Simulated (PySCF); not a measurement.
Some computed properties have been withheld. Give your best values.

Species: C7H6FNSi.
SMILES: `c1c(ccc(F)c1)[SiH2]C#N`

Conformer (atom-mapped SMILES and torsion angles): `[N:1]#[C:2][SiH2:3][c:4]1[cH:5][cH:6][c:7]([F:8])[cH:9][cH:10]1`: C2–Si3–C4–C5 -74°.

```csv
property,level,value
point group of the GFN2-xTB geometry,GFN2-xTB,?
"rotational constants A, B, C of the GFN2-xTB geometry",GFN2-xTB,?
dipole moment,PBE0/pcSseg-1,?
HOMO energy,PBE0/pcSseg-1,-7.80 eV
LUMO energy,PBE0/pcSseg-1,?
13C chemical shifts (computed TMS as zero) by class,GIAO PBE0/pcSseg-1,"175.6 (1 C), 143.9 (2 C), 126.7 (1 C), 123.5 (1 C), 122.0 (2 C) ppm"
1H chemical shifts (computed TMS as zero) by class,GIAO PBE0/pcSseg-1,?
"isotropic shieldings of nuclei other than C and H, by class",GIAO PBE0/pcSseg-1,?
```

Electronic properties: PySCF, gas phase, density fitting.

Task: Give the rotational constants A, B, C of the GFN2-xTB geometry.

Result: 2.870, 0.550, 0.523 GHz.

Task: Give the isotropic shieldings of nuclei other than C and H, by class.

Result: -98 (1 N), 278 (1 F), 418 (1 Si) ppm.

Task: Give the dipole moment.

Result: 3.59 D.

Task: Give the 1H chemical shifts (computed TMS as zero) by class.

Result: 7.91 (2 H), 7.49 (2 H), 4.96 (2 H) ppm.

Task: Give the LUMO energy.

Result: -1.18 eV.

Task: The point group of the GFN2-xTB geometry?

Result: C1.

The rotational constants make it an asymmetric top with κ = (2B − A − C)/(A − C) = -0.98, nearer the prolate limit (−1). With B = h/(8π²I), that is 505.379 GHz u Å² over I, the principal moments of inertia are 176.1, 919.2 and 966.4 u Å² (most abundant isotopes); the inertial defect Ic − Ia − Ib is -128.9 u Å² (zero for a rigid planar frame, negative otherwise). The dipole matches unit charges of opposite sign 0.75 Å apart (1 e·Å = 4.8032 D).

One conformer stands for the species.
